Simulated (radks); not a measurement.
Spherical jellium clusters: N electrons in a uniform positive sphere of charge N and radius rs N^(1/3), rs = 2.29 bohr. Calculated with a radial shooting solver with Libxc functionals: non-relativistic Kohn-Sham, LDA (Slater exchange, Perdew-Wang correlation), spin-polarised, spherical densities. Levels are named by radial order and angular momentum (1s, 1p, 1d, 2s, ...), and open shells are averaged over m.

N = 2, configuration 1s2. This is the lowest configuration that the search found. Occupied and some empty levels:

level  occupation  eigenvalue (eV)  <r> (bohr)
1s              2          -4.8450       2.797
1p              0         -0.80568       5.241
2s              0        -0.066949       11.73

Energy (eV): total -1.93533, kinetic 6.6559, external -39.524, Hartree 17.714, exchange-correlation -9.4159, background 22.635. Static polarisability (adiabatic kernel): 56.37 bohr^3, against R^3 = 24.02 for a classical metal sphere.
